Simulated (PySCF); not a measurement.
Electron correlation in Zn⁺ (zinc, charge +1)

[Ar] 3d10 4s1, 2S determinant. All numbers are calculated (PySCF 2.14, the spin-free X2C one-electron Hamiltonian (Gaussian nucleus), in ANO-RCC-VTZP). Frozen: [Ne]; 19 electrons correlated.

```csv
level,correlation energy (mhartree)
CCSD,-706.03
(T),-15.17
CCSD(T),-721.20
```

Diagnostics: T1 = 0.012, D1 = 0.0353, largest double amplitude 0.021.

**Question.** Is a single reference adequate?

**Answer.** Yes: T1 lies below 0.03 and no double amplitude reaches 0.07.
